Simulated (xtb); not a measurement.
xtb input (GFN1-xTB):

```bash
xtb mol.xyz --gfn 1 --sp --chrg 0 --uhf 0
```
mol.xyz:
```
17

C     -1.52559115     2.39485134     0.12500451
C     -0.64285895     1.47557888     0.51115272
Si    -0.08702682     0.05529519    -0.56205927
C     -0.59956023    -1.57623555     0.18421834
C     -1.35341423    -1.69539322     1.27533142
C      1.76812227     0.08656183    -0.77427095
C      2.60069379    -0.80162342    -0.23414565
H     -1.82549019     3.21876881     0.76478137
H     -1.98894364     2.36277898    -0.85568689
H     -0.21159243     1.56904847     1.50613218
H     -0.72328023     0.23018845    -1.89451868
H     -0.26892138    -2.49048789    -0.30541266
H     -1.72332321    -0.82748685     1.81085504
H     -1.64100631    -2.66075289     1.67931239
H      2.19940337     0.89377989    -1.36357421
H      3.67646426    -0.74352169    -0.36527525
H      2.24071611    -1.62888683     0.36847413
```

End of the output:

```
         :::::::::::::::::::::::::::::::::::::::::::::::::::::
         ::                     SUMMARY                     ::
         :::::::::::::::::::::::::::::::::::::::::::::::::::::
         :: total energy             -19.816230324809 Eh    ::
         :: gradient norm              0.025813342960 Eh/a0 ::
         :: HOMO-LUMO gap              4.140754563544 eV    ::
         ::.................................................::
         :: SCC energy               -20.152723760341 Eh    ::
         :: -> electrostatic           0.002173823688 Eh    ::
         :: repulsion energy           0.343980944866 Eh    ::
         :: dispersion energy         -0.007487509335 Eh    ::
         :: halogen bond corr.         0.000000000000 Eh    ::
         :: add. restraining           0.000000000000 Eh    ::
         :: total charge               0.000000000000 e     ::
         :::::::::::::::::::::::::::::::::::::::::::::::::::::

           -------------------------------------------------
          |                Property Printout                |
           -------------------------------------------------

    * Orbital Energies and Occupations

         #    Occupation            Energy/Eh            Energy/eV
      -------------------------------------------------------------
         1        2.0000           -0.6486029             -17.6494
       ...           ...                  ...                  ...
         7        2.0000           -0.5703187             -15.5192
         8        2.0000           -0.5469514             -14.8833
         9        2.0000           -0.5461218             -14.8607
        10        2.0000           -0.5302049             -14.4276
        11        2.0000           -0.5036383             -13.7047
        12        2.0000           -0.5026397             -13.6775
        13        2.0000           -0.4951157             -13.4728
        14        2.0000           -0.4586169             -12.4796
        15        2.0000           -0.4527574             -12.3202
        16        2.0000           -0.4501268             -12.2486
        17        2.0000           -0.4394966             -11.9593
        18        2.0000           -0.4302133             -11.7067
        19        2.0000           -0.4289151             -11.6714 (HOMO)
        20                         -0.2767452              -7.5306 (LUMO)
        21                         -0.2678538              -7.2887
        22                         -0.2546957              -6.9306
        23                         -0.1492484              -4.0613
        24                         -0.1287992              -3.5048
        25                         -0.1212212              -3.2986
        26                         -0.1069515              -2.9103
        27                         -0.1009381              -2.7467
        28                         -0.0984855              -2.6799
        29                         -0.0793429              -2.1590
        30                         -0.0740729              -2.0156
       ...                                ...                  ...
        53                          1.2279690              33.4147
      -------------------------------------------------------------
                  HL-Gap            0.1521699 Eh            4.1408 eV
             Fermi-level           -0.3528302 Eh           -9.6010 eV

  Mulliken/CM5 charges         n(s)   n(p)   n(d)
     1C    -0.02377 -0.12172   1.056  2.968  0.000
     2C    -0.11166 -0.13221   1.081  3.030  0.000
     3Si    0.20709 -0.01412   1.266  1.849  0.677
     4C    -0.11138 -0.13194   1.081  3.030  0.000
     5C    -0.02344 -0.12132   1.056  2.967  0.000
     6C    -0.11032 -0.13063   1.081  3.029  0.000
     7C    -0.02461 -0.12249   1.056  2.969  0.000
     8H     0.02473  0.07701   0.975  0.000  0.000
     9H     0.02880  0.08284   0.971  0.000  0.000
    10H     0.03598  0.09406   0.964  0.000  0.000
    11H    -0.07081  0.01127   1.071  0.000  0.000
    12H     0.03714  0.09517   0.963  0.000  0.000
    13H     0.02752  0.08221   0.972  0.000  0.000
    14H     0.02498  0.07730   0.975  0.000  0.000
    15H     0.03737  0.09519   0.963  0.000  0.000
    16H     0.02525  0.07756   0.975  0.000  0.000
    17H     0.02715  0.08181   0.973  0.000  0.000

Wiberg/Mayer (AO) data.
largest (>0.10) Wiberg bond orders for each atom

 ---------------------------------------------------------------------------
     #   Z sym  total        # sym  WBO       # sym  WBO       # sym  WBO
 ---------------------------------------------------------------------------
     1   6 C    3.994 --     2 C    1.902     8 H    0.978     9 H    0.976
                             3 Si   0.111
     2   6 C    3.959 --     1 C    1.902     3 Si   1.033    10 H    0.946
     3  14 Si   4.518 --     2 C    1.033     4 C    1.033     6 C    1.033
                            11 H    0.917     5 C    0.118     7 C    0.116
                             1 C    0.111
     4   6 C    3.959 --     5 C    1.901     3 Si   1.033    12 H    0.946
     5   6 C    3.994 --     4 C    1.901    14 H    0.978    13 H    0.976
                             3 Si   0.118
     6   6 C    3.960 --     7 C    1.900     3 Si   1.033    15 H    0.947
     7   6 C    3.994 --     6 C    1.900    16 H    0.977    17 H    0.976
                             3 Si   0.116
     8   1 H    1.008 --     1 C    0.978
     9   1 H    1.007 --     1 C    0.976
    10   1 H    1.006 --     2 C    0.946
    11   1 H    0.990 --     3 Si   0.917
    12   1 H    1.005 --     4 C    0.946
    13   1 H    1.009 --     5 C    0.976
    14   1 H    1.008 --     5 C    0.978
    15   1 H    1.005 --     6 C    0.947
    16   1 H    1.008 --     7 C    0.977
    17   1 H    1.009 --     7 C    0.976
 ---------------------------------------------------------------------------

Topologies differ in total number of bonds
Writing topology from bond orders to xtbtopo.mol

 dipole moment from electron density (au)
     X       Y       Z
   0.0990  -0.0340   0.3376  total (Debye):    0.898

           -------------------------------------------------
          | TOTAL ENERGY              -19.816230324809 Eh   |
          | GRADIENT NORM               0.025813342960 Eh/α |
          | HOMO-LUMO GAP               4.140754563544 eV   |
           -------------------------------------------------
Note: The following floating-point exceptions are signalling: IEEE_DENORMAL
normal termination of xtb

------------------------------------------------------------------------
------------------------------------------------------------------------
 total:
 SCF:
```
